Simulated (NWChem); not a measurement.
Species: SiNH5O3; SMILES N[Si](O)(O)O

```xyz
10

N      0.5526     1.5978     0.0000
Si     0.0243    -0.0319     0.0000
O     -0.8455    -0.3043     1.3847
O      1.2570    -1.1234     0.0000
O     -0.8455    -0.3043    -1.3847
H      1.0036     1.9617    -0.8324
H      1.0036     1.9617     0.8324
H     -1.5316     0.3366     1.5879
H      1.0007    -2.0501     0.0000
H     -1.5316     0.3366    -1.5879
```
Atoms are numbered in this order, from 1.

This is a stationary point of PBE0/def2-SVP (NWChem), point group Cs. 

Q: Is it a minimum? If not, what does it relax to?

A: No. It has an imaginary frequency of 83i cm⁻¹. Following that mode (on a finer grid) lowers the energy by 1.7 kcal/mol and ends, with real frequencies alone, at point group C1:
```xyz
10

N      0.7735     1.5573    -0.1198
Si    -0.0456     0.0656     0.0095
O     -0.7181    -0.3462     1.4693
O      1.1224    -1.0538    -0.3298
O     -1.3549     0.0696    -1.0112
H      1.7534     1.6029     0.1329
H      0.2999     2.4355     0.0508
H     -1.6797    -0.3537     1.4680
H      0.9766    -1.9040     0.0950
H     -1.1760     0.4215    -1.8880
```
